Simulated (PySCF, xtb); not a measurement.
Al(F)(Me)(vinyl) (C3H6AlF), SMILES C=[CH][Al]([CH3])[F].

GFN2-xTB (xtb) at its own geometry gives an orbital gap of 3.81 eV and a dipole moment of 2.51 D.

Coordinates come from a B3LYP-D3(BJ)/def2-SVP optimisation. The structure was generated by enumeration; whether it is a known compound was not checked. One conformer was computed; it need not be the lowest.

### Question
What does HF/def2-TZVP (PySCF) give? (Estimate from the structure and the level; the computed values follow.)

### Answer
gap 12.38 eV (levels -10.44 and 1.94 eV), dipole 2.21 D.
